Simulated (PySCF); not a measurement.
Ge(OH)3(OSiMe3), SMILES C[Si](C)(C)[O][Ge]([OH])([OH])[OH] (C₃H₁₂GeO₄Si), GFN2-xTB optimised geometry.

```
21

C     -2.08     0.53     0.00
Si    -1.44    -1.27     0.00
C     -1.91    -2.19     1.60
C     -2.05    -2.18    -1.56
O      0.20    -1.27     0.00
Ge     1.54    -0.49    -0.73
O      1.85     1.00     0.06
O      2.90    -1.52    -0.57
O      1.26    -0.19    -2.40
H     -3.16     0.58     0.01
H     -1.73     1.06    -0.88
H     -1.72     1.07     0.87
H     -1.51    -3.20     1.60
H     -1.54    -1.68     2.48
H     -2.99    -2.27     1.69
H     -1.78    -1.64    -2.46
H     -1.62    -3.17    -1.63
H     -3.13    -2.29    -1.55
H      1.27     1.72    -0.16
H      3.16    -1.72     0.33
H      1.38    -0.94    -2.98
```

Density from PySCF 2.14.0 with B3LYP/def2-SVP at that geometry.

Minimum of the electron density along straight lines between bonded atoms, close to the bond critical point (lines longer than 1.1 times the sum of covalent radii, or with two minima, are not listed):

```tsv
bond	length / Å	ρ at the minimum / e bohr⁻³	∇²ρ there / e bohr⁻⁵	position (fraction from the first atom)
C1–Si2	1.908	0.111	0.31	0.62
Si2–C3	1.901	0.113	0.31	0.38
Si2–C4	1.906	0.111	0.31	0.38
Si2–O5	1.640	?	1.00	0.41
O5–Ge6	1.720	0.152	0.87	0.53
Ge6–O7	1.715	0.159	0.88	0.47
Ge6–O8	1.711	0.160	0.90	0.47
Ge6–O9	1.718	0.158	0.87	0.47
C1–H10	1.085	0.272	-0.97	0.62
C1–H11	1.088	0.271	-0.96	0.62
C1–H12	1.087	0.272	-0.96	0.62
C3–H13	1.085	0.273	-0.97	0.62
C3–H14	1.085	0.272	-0.97	0.62
C3–H15	1.084	0.273	-0.97	0.62
C4–H16	1.087	0.272	-0.96	0.62
C4–H17	1.086	0.272	-0.97	0.62
C4–H18	1.085	0.272	-0.97	0.62
O7–H19	0.955	0.355	-2.38	0.82
O8–H20	0.955	0.354	-2.37	0.82
O9–H21	0.956	0.354	-2.37	0.82
```

Some entries are withheld; supply them.


- Si2–O5, ρ at the minimum / e bohr⁻³: 0.121
